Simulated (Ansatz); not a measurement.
Reaction (formal exchange of groups at a B–C bond): `C#CBN=C` + CH₄ → `C=NBC` + `C#C`

Isolated molecules relaxed with PBE0-D4/def2-TZVP in Ansatz; ΔE leaves out vibrations. CCSD(T)/CBS is the MP2 limit (def2-TZVPP, def2-QZVPP) plus CCSD(T) − MP2 in def2-TZVPP, frozen cores. This one scheme is used for every species. Each species was taken in one conformer, which may not be the lowest.

`C#CBN=C`:

Cartesian coordinates in Å:
```
C -1.345 1.582 -1.648
C -0.557 1.182 -0.828
B 0.460 0.725 0.213
N 0.507 -0.573 0.615
C 0.563 -1.751 0.991
H -2.042 1.935 -2.372
H 1.240 1.489 0.703
H 1.199 -2.483 0.484
H -0.024 -2.107 1.844
```

CH₄:

Z-matrix (Å, degrees):
```
C
H 1 1.090
H 1 1.090 2 109.5
H 1 1.090 2 109.5 3 -120.0
H 1 1.090 2 109.5 3 120.0
```

`C=NBC`:

```xyz
10

C    -2.073    0.092   -0.276
N    -0.873    0.346   -0.090
B     0.441    0.624    0.114
C     1.538   -0.503    0.168
H    -2.755   -0.103    0.558
H    -2.502    0.055   -1.283
H     0.720    1.785    0.252
H     2.298   -0.321   -0.599
H     1.142   -1.510    0.029
H     2.064   -0.467    1.127
```

`C#C`:

Cartesian coordinates in Å:
```
C -0.466 -0.169 -0.335
C 0.466 0.169 0.335
H -1.295 -0.469 -0.932
H 1.295 0.469 0.932
```

```tsv
species	CCSD(T)/CBS(def2) energy (Eh)
`C#CBN=C`	-196.00015
CH₄	-40.46206
`C=NBC`	-159.21633
`C#C`	-77.22717
```

Question: Work out ΔE.

Answer: ΔE = (-159.21633) + (-77.22717) − (-196.00015) − (-40.46206) = 0.01871 Eh = +49.1 kJ/mol.

Largest T1 diagnostic among the species: 0.016.

From BLYP to BHLYP (50 % exact exchange), in def2-TZVPP and without D4, ΔE moves by −3.8 kJ/mol. Leaving LDA and LC-ωPBE aside and taking each functional with its dispersion term where it has one, the values, not all of them listed here, spread over 8.1 kJ/mol, from ωB97M-V to BLYP-D4. LDA lies −3.2 kJ/mol from PBE without D4.
